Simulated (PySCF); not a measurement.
# Potential energy of InN along the bond

Set-up: basis In cc-pVTZ-PP with ECP28, N cc-pVTZ; scalar-relativistic core potentials; PySCF 2.14. Energies in eV from In + N in their ground configurations at the same level. All curves are PBE0. state 1: ³Σ⁻ (triplet), unpaired electrons π ↑↑; state 2: ³Π (triplet), unpaired electrons σ ↑, π ↑, a second solution, started from another occupation; state 3: Ms = 0 determinant of mixed spin (⟨S²⟩ near 1.0), unpaired electrons π ↑↓, a mixture of terms (⟨Lz²⟩ = 2.0), a second solution, started from another occupation; state 4: Ms = 0 determinant of mixed spin (⟨S²⟩ near 1.0), unpaired electrons σ ↓, π ↑, a second solution, started from another occupation.

```
R (Å)  state 1  state 2  state 3  state 4
1.909   -1.168   -1.442   -0.658   -1.072
1.998   -1.557   -1.609   -1.046   -1.211
2.087   -1.765   -1.640   -1.251   -1.216
2.153   -1.835   -1.603   -1.318   -1.162
2.220   -1.853   -1.532   -1.332   -1.074
2.287   -1.830   -1.437   -1.305   -0.962
2.375   -1.754   -1.289   -1.223   -0.791
2.486   -1.614   -1.090   -1.071   -0.556
2.620   -1.410   -0.864   -0.848   -0.267
2.797   -1.129   -0.615   -0.522    0.090
```

Task: Put a parabola through the three lowest points of the state 1 curve and estimate Re, k and ωe (reduced mass 12.48 u; 1 eV/Å² = 0.16022 mdyn/Å; ωe = 1302.8·√(k/μ) cm⁻¹).

Result: Through R = 2.153, 2.22, 2.287 Å the second-order coefficient is 4.57 eV/Å², so Re ≈ 2.216 Å, k ≈ 1.46 mdyn/Å and ωe ≈ 446 cm⁻¹. A polynomial fit of higher order to the unrounded PBE0 energies gives Re = 2.212 Å, k = 1.49 mdyn/Å, ωe = 450 cm⁻¹; anharmonicity and rounding make the difference.

The higher-order fit for each curve: state 1: Re = 2.212 Å, ωe = 450 cm⁻¹, De = 1.85 eV; state 2: Re = 2.068 Å, ωe = 513 cm⁻¹, minimum 1.64 eV below the ground-state fragments; state 3: Re = 2.206 Å, ωe = 460 cm⁻¹, minimum 1.33 eV below the ground-state fragments; state 4: Re = 2.045 Å, ωe = 536 cm⁻¹, minimum 1.23 eV below the ground-state fragments.

⟨S²⟩ of the unrestricted solution departs from its pure value on part of the curve, where spin states mix. Spin–orbit coupling is left out, which matters for elements this heavy, above all for dissociation energies. The state is the lowest determinant that a PBE0 search found; another state may lie lower at other levels.
